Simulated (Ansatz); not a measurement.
Relaxed structures of SiNH2Te (charge -1), closed shell (PBE0-D4/def2-TZVPD; forces vanish, vibrations not checked; lower isomers may exist, and structures with a doubtful reference or unclear bonds are left out; Å). Program: Ansatz 0.2.0. Basis: def2-TZVPPD. Cores are frozen in the correlated methods. Filled d shells of the heavier atoms are correlated. Core potentials replace the inner electrons of the atoms past krypton. The def2 sets are not built for correlating such inner shells, so the correlated values are less sure here.

**Question.** Rank them by CCSD(T) energy, lowest first, and give each one's height above the lowest. Links in brackets join atoms within 1.22 times the sum of their covalent radii (1.1 for two metals). (An estimate is asked for; the value comes from the calculation.)
A.
SiNH₂Te ([N]1[SiH2][Te]1), total charge -1
```
5
angstrom
N 0.9369 -1.1008 0.2689
Si 0.0812 0.2291 -0.2737
Te -0.8105 -1.0503 1.6000
H -0.7039 0.2642 -1.5590
H 0.4963 1.6578 -0.0362
```
B.
SiNH₂Te ([NH2][Si][Te]), total charge -1
```
5
angstrom
N 0.1267 0.3185 -0.5556
Si 0.4302 -1.2687 0.0921
Te -0.5045 -1.1591 2.3331
H 0.4062 0.5816 -1.4880
H -0.3391 1.0550 -0.0432
```
C.
SiNH₂Te ([SiH][N][TeH]), total charge -1
```
5
angstrom
N 0.3579 -1.1604 0.1156
Si 0.6727 0.4047 -0.3368
Te -0.6995 -1.8669 1.6387
H -1.2164 -0.4426 2.3838
H -0.0759 1.2930 0.7421
```
D.
SiNH₂Te ([NH]1[SiH][Te]1), total charge -1
```
5
angstrom
N 1.1038 -0.8763 0.4228
Si 0.1554 0.5161 -0.2210
Te -0.7040 -1.2059 1.5261
H -0.4847 -0.1437 -1.4801
H 1.1361 -1.6591 -0.2279
```

**Answer.** By the calculation: B (0.000 eV), D (1.809 eV), A (2.475 eV), C (2.953 eV). Heights count from the lowest.

No T1 diagnostic of these runs exceeds 0.020. The restricted Hartree–Fock reference is unstable towards an unrestricted one at one or more of these structures.

For scale, one of the runs: CCSD(T)/def2-TZVPPD, 178 basis functions, launched by `ansatz run in.yaml --threads 2 --pin off --events-out ev --progress --plain --max-ram 4352MiB`. Time: 2 min of wall clock on 2 CPU threads of an Arm Neoverse N1; the host was shared. Peak host memory: 1.8 GiB.
